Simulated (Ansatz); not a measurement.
Input for Ansatz (a first-principles code): R-CCSD(T)/def2-SVP on FHOTe (SMILES O[Te]F), a point of a torsion scan. Elements past Kr take the def2 small-core potentials; no spin–orbit coupling. The run froze 11 orbitals, filled d shells among them.

Ansatz 0.2 input:
```yaml
crystal:
  periodic: [false, false, false]
  atoms:
    - {symbol: O, position_ang: [-1.13152744, 0.24173342, 0.19881263]}
    - {symbol: Te, position_ang: [0.69043221, 0.92975060, -0.02358496]}
    - {symbol: F, position_ang: [0.69082828, 0.42573475, -1.94243580]}
    - {symbol: H, position_ang: [-1.24553670, -0.48120140, -0.42264626]}
basis:
  gaussian:
    orbitals: def2-SVP
magnetization: {spin_polarized: false}
correlation: {method: ccsd_t, electrons: outside_noble_gas}
scf: {lower_state_search: off}
```

Program output:

```
WARN ansatz: RAYON_NUM_THREADS=1 ignored (pool sized by the plan → 1); use --threads N
Functional definition: HF
these checks for a lower state are left out or cut short: stability, starts, cluster_reference, orbital_swaps, neighbouring_geometries, increment
integrals: 0.03 GiB planned
641 factors; integrals over basis functions are off by at most 6.0e-4 eV
mean field: 0.13 GiB planned
mean field evaluation 1: about -12015.9838 eV, gradient 3.8e1 eV
mean field evaluation 2: about -12016.1125 eV, gradient 3.8e1 eV
mean field evaluation 4: about -12018.8773 eV, gradient 2.1e0 eV
mean field evaluation 8: about -12018.9033 eV, gradient 2.4e-1 eV
mean field -12018.90363800 eV, -441.6865619911 hartree, gradient 1.8e-6 eV, S^2 0.000000; 0 other end points of the search recorded, 0 dependent functions left out
11 core orbitals not correlated
reference -12018.90363800 eV, -441.6865619911 hartree; 10, 10 occupied and 38, 38 virtual orbitals, 641 factors
second order -12.96632929 eV of doubles, -0.00000000 eV of singles
coupled cluster: 0.10 GiB planned
cycle   1  -12.91763039 eV  change    4.9e-2 eV  update   1.0e-1
cycle   2  -13.25660957 eV  change   -3.4e-1 eV  update   3.5e-2
cycle   3  -13.37029574 eV  change   -1.1e-1 eV  update   2.0e-2
cycle   4  -13.36541779 eV  change    4.9e-3 eV  update   5.8e-3
cycle   5  -13.36199050 eV  change    3.4e-3 eV  update   3.4e-3
cycle   6  -13.36344501 eV  change   -1.5e-3 eV  update   1.8e-3
cycle   7  -13.36323795 eV  change    2.1e-4 eV  update   1.0e-3
cycle   8  -13.36288571 eV  change    3.5e-4 eV  update   5.7e-4
cycle   9  -13.36319910 eV  change   -3.1e-4 eV  update   2.5e-4
cycle  10  -13.36325826 eV  change   -5.9e-5 eV  update   1.0e-4
cycle  11  -13.36324423 eV  change    1.4e-5 eV  update   5.2e-5
cycle  12  -13.36327392 eV  change   -3.0e-5 eV  update   1.9e-5
cycle  13  -13.36326358 eV  change    1.0e-5 eV  update   8.9e-6
perturbative correction -0.30253528 eV, -0.0111179666 hartree
Total energy: -12032.56943687 eV, -442.1887708364 hartree
Checks for a lower state left out: stability, starts, cluster_reference, orbital_swaps, neighbouring_geometries, increment
```

The calculation finished and met its thresholds.

Cost: very roughly 1.5 core-seconds.
